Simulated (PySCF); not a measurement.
fluoro(fluorosilyloxy)silane (F₂H₄OSi₂), SMILES F[SiH2]O[SiH2]F.

Geometry optimised at PBE0-D3(BJ)/def2-SVP. Other conformers were not sampled.

These are PySCF with M06-2X/def2-TZVP values and carry that method's errors.

Symmetry labels are those of the subgroup C2 that the program uses (full group C2).

Computed valence orbital energies around the gap with their symmetry:
```csv
orbital,symmetry,energy (eV)
HOMO−7,A,-14.82
HOMO−6,B,-14.79
HOMO−5,A,-13.77
HOMO−4,B,-13.17
HOMO−3,A,-12.94
HOMO−2,B,-12.68
HOMO−1,A,-10.94
HOMO,B,-10.73
LUMO,A,1.03
LUMO+1,A,1.20
LUMO+2,B,1.34
LUMO+3,B,2.02
```
